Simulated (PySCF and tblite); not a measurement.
Results of a calculation; reference values are marked as such.
C8H9F3, numbered as in [CH3:1][CH2:2][C:3]1=[CH:4][CH2:5][CH:6]=[C:7]1[C:8]([F:9])([F:10])[F:11].

The ensemble was built from 60 distance-geometry starts (ETKDG and KDG, MMFF94s, GFN2-xTB) and rests on GFN2-xTB geometries. Free energies are B3LYP-D3(BJ)/pcSseg-1 (IEF-PCM, cyclohexane) single points with GFN2-xTB rigid-rotor and vibrational terms (modes under about 100 cm⁻¹ blended into free rotors). Symmetry numbers and mirror images are counted. Conformers within 2.5 kcal/mol (GFN2-xTB free energy) were kept, 2 at most. GIAO shieldings: B3LYP/pcSseg-1 (IEF-PCM, cyclohexane). Shifts are against TMS (¹H), TMS (¹³C) at the same level. (PySCF 2.14, tblite 0.8.)

(1) List the conformer-averaged shifts at 298.15 K.

(2) How do the conformers differ?

(3) Which signal moves most, for its nucleus, between 250 and 350 K through the change of populations alone?

Shifts are unscaled: against experiment ¹³C can be off by 15 ppm or more and ¹H by 0.8 ppm.

Results:

(1) ¹H: 7.17 (H6, 1H), 6.32 (H4, 1H), 3.24 (H5, 2H), 2.71 (H2, 2H), 1.32 (H1, 3H) ppm. ¹³C: 156.3 (C3), 148.5 (C6), 146.9 (C7), 137.1 (C4), 135.5 (C8), 45.0 (C5), 26.4 (C2), 16.3 (C1) ppm.

(2) Torsions listed: C1–C2–C3–C4. The 5-ring runs over atoms 3–4–5–6–7. Of a mirror pair one member is shown.
| conformer | shape | weight % |
| --- | --- | --- |
| 1 | 5-ring flat; 0° | 60.0 |
| 2 | 5-ring flat; -92° | 40.0 |

| signal | 1 | 2 | average |
| --- | --- | --- | --- |
| H1 | 1.37 | 1.25 | 1.32 |
| H2 | 2.73 | 2.69 | 2.71 |
| H4 | 6.26 | 6.41 | 6.32 |
| H5 | 3.24 | 3.24 | 3.24 |
| H6 | 7.16 | 7.18 | 7.17 |
| C1 | 13.4 | 20.6 | 16.3 |
| C2 | 26.1 | 26.9 | 26.4 |
| C3 | 155.7 | 157.1 | 156.3 |
| C4 | 135.4 | 139.6 | 137.1 |
| C5 | 45.0 | 45.0 | 45.0 |
| C6 | 148.0 | 149.2 | 148.5 |
| C7 | 147.1 | 146.7 | 146.9 |
| C8 | 135.4 | 135.5 | 135.5 |

(3) C1: 15.9 ppm at 250 K, 16.3 ppm at 298.15 K, 16.6 ppm at 350 K.


Conformer gaps in pcSseg-1 on xTB geometries can be 2 kcal/mol off for S=O, P=O and other polar bonds.